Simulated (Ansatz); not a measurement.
```yaml
crystal:
  periodic: [false, false, false]
  atoms:
    - {symbol: C, position_ang: [-0.557083, 1.652124, -0.451701]}
    - {symbol: C, position_ang: [-0.612057, -1.652911, -0.373030]}
    - {symbol: Ge, position_ang: [0.264723, -0.000257, 0.186022]}
    - {symbol: O, position_ang: [0.279339, -0.113062, 1.989858]}
    - {symbol: O, position_ang: [1.968464, 0.112957, -0.406642]}
    - {symbol: H, position_ang: [0.690941, 0.683346, 2.373748]}
    - {symbol: H, position_ang: [2.470622, -0.679818, -0.141298]}
    - {symbol: H, position_ang: [0.052659, 2.525752, -0.149658]}
    - {symbol: H, position_ang: [-1.577430, 1.761616, -0.036280]}
    - {symbol: H, position_ang: [-0.619429, 1.637035, -1.557470]}
    - {symbol: H, position_ang: [-1.682449, -1.624092, -0.089529]}
    - {symbol: H, position_ang: [-0.143226, -2.523139, 0.126127]}
    - {symbol: H, position_ang: [-0.535065, -1.779561, -1.470138]}
basis:
  gaussian: {orbitals: def2-mTZVPP}
total_charge: 1
magnetization: {spin_polarized: true, initial_magnetization: 1}
hamiltonian: {xc: {name: revPBE}, dispersion: d3bjatm}
scf: {lower_state_search: full}
output: {forces: true}
```

```sh
$ ansatz run in.yaml --threads 4 --pin off --events-out ev --progress --plain --max-ram 4787MiB
```

Shortened log:

```
Functional definition: revPBE
1477 factors; their error is unknown
mean field evaluation 1: about -62777.3436 eV, gradient 9.0e1 eV
mean field evaluation 2: about -62680.2338 eV, gradient 1.7e2 eV
mean field evaluation 4: about -62801.0300 eV, gradient 2.9e1 eV
mean field evaluation 8: about -62805.3452 eV, gradient 1.9e0 eV
mean field evaluation 16: about -62805.3365 eV, gradient 2.8e-2 eV
mean field evaluation 32: about -62804.8093 eV, gradient 6.2e-1 eV
mean field evaluation 64: about -62761.4408 eV, gradient 6.9e1 eV
mean field -62805.33654319 eV, -2308.0535469760 hartree, gradient 1.3e-5 eV, S^2 0.752621; 3 other end points of the search recorded, 0 dependent functions left out
reference -62805.33658539 eV, -2308.0535485270 hartree; 34, 33 occupied and 128, 129 virtual orbitals, 1477 factors
Total energy: -62805.93179274 eV, -2308.0754219937 hartree
Atom 0 at    -0.557083     1.652124    -0.451701 Å, force    -0.863450     1.215160    -0.312213 eV/Å
Atom 1 at    -0.612057    -1.652911    -0.373030 Å, force    -0.584731    -1.212254    -0.709544 eV/Å
Atom 2 at     0.264723    -0.000257     0.186022 Å, force    -0.224172    -0.002451    -0.151718 eV/Å
Atom 3 at     0.279339    -0.113062     1.989858 Å, force    -0.221464     0.135335     0.138452 eV/Å
Atom 4 at     1.968464     0.112957    -0.406642 Å, force     0.057955    -0.135126    -0.255301 eV/Å
Atom 5 at     0.690941     0.683346     2.373748 Å, force     0.417364     0.040742     0.370845 eV/Å
Atom 6 at     2.470622    -0.679818    -0.141298 Å, force     0.490109    -0.039280     0.268831 eV/Å
Atom 7 at     0.052659     2.525752    -0.149658 Å, force     0.090009    -0.345298     0.138075 eV/Å
Atom 8 at    -1.577430     1.761616    -0.036280 Å, force     0.248577    -0.161499    -0.017806 eV/Å
Atom 9 at    -0.619429     1.637035    -1.557470 Å, force     0.133747    -0.344113     0.192563 eV/Å
Atom 10 at    -1.682449    -1.624092    -0.089529 Å, force     0.231300     0.339180     0.060327 eV/Å
Atom 11 at    -0.143226    -2.523139     0.126127 Å, force     0.165632     0.345458     0.039391 eV/Å
Atom 12 at    -0.535065    -1.779561    -1.470138 Å, force     0.059123     0.164146     0.238096 eV/Å
Dipole moment:    -0.098510     0.001089    -0.069503 e Å
```

Hardware: 4 threads of Arm Neoverse V1 on a shared host. Wall time 8.5 s.

The dipole of an ion depends on the origin.
